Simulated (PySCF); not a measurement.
C₂H₇FSi₂, SMILES F[SiH2]/C=C\[SiH3].

Coordinates come from a B3LYP-D3(BJ)/def2-SVP optimisation. The structure was generated by enumeration; whether it is a known compound was not checked. Other conformers were not sampled.

Computed with PySCF with TDA-ωB97X/def2-SVPD.

Vertical excitations. Isolated molecule, no solvent. State labels are in the subgroup Cs.

Computed UV-visible absorptions:
```json
[
 {"state": "S1", "symmetry": "A\"", "energy (eV)": "5.95", "λ (nm)": "208", "f": "0.006", "main pairs": "HOMO−1→LUMO 93 %"},
 {"state": "S2", "symmetry": "A'", "energy (eV)": "6.93", "λ (nm)": "179", "f": "0.579", "main pairs": "HOMO→LUMO 93 %"},
 {"state": "S3", "symmetry": "A\"", "energy (eV)": "7.36", "λ (nm)": "168", "f": "0.000", "main pairs": "HOMO→LUMO+1 86 %"},
 {"state": "S4", "symmetry": "A\"", "energy (eV)": "7.56", "λ (nm)": "164", "f": "0.008", "main pairs": "HOMO−2→LUMO 54 %, HOMO−5→LUMO 34 %"},
 {"state": "S5", "symmetry": "A'", "energy (eV)": "7.88", "λ (nm)": "157", "f": "0.005", "main pairs": "HOMO−1→LUMO+1 82 %"},
 {"state": "S6", "symmetry": "A\"", "energy (eV)": "8.11", "λ (nm)": "153", "f": "0.007", "main pairs": "HOMO→LUMO+2 64 %"},
 {"state": "S7", "symmetry": "A\"", "energy (eV)": "8.19", "λ (nm)": "151", "f": "0.003", "main pairs": "HOMO−5→LUMO 50 %, HOMO−2→LUMO 34 %"},
 {"state": "S8", "symmetry": "A'", "energy (eV)": "8.66", "λ (nm)": "143", "f": "0.111", "main pairs": "HOMO−3→LUMO 75 %"},
 {"state": "S9", "symmetry": "A\"", "energy (eV)": "8.70", "λ (nm)": "143", "f": "0.042", "main pairs": "HOMO→LUMO+6 43 %, HOMO−4→LUMO+1 13 %, HOMO→LUMO+2 12 %, HOMO−3→LUMO+1 7 %"},
 {"state": "S10", "symmetry": "A\"", "energy (eV)": "8.74", "λ (nm)": "142", "f": "0.000", "main pairs": "HOMO→LUMO+6 20 %, HOMO−3→LUMO+1 19 %, HOMO→LUMO+4 15 %, HOMO→LUMO+2 10 %"},
 {"state": "T1", "symmetry": "A'", "energy (eV)": "3.96", "λ (nm)": "313", "f": "0", "main pairs": "HOMO→LUMO 85 %"},
 {"state": "T2", "symmetry": "A\"", "energy (eV)": "5.35", "λ (nm)": "232", "f": "0", "main pairs": "HOMO−1→LUMO 93 %"},
 {"state": "T3", "symmetry": "A\"", "energy (eV)": "7.07", "λ (nm)": "175", "f": "0", "main pairs": "HOMO−5→LUMO 58 %, HOMO−2→LUMO 30 %"},
 {"state": "T4", "symmetry": "A\"", "energy (eV)": "7.21", "λ (nm)": "172", "f": "0", "main pairs": "HOMO→LUMO+1 79 %"}
]
```
Triplets are in the Tamm–Dancoff approximation.
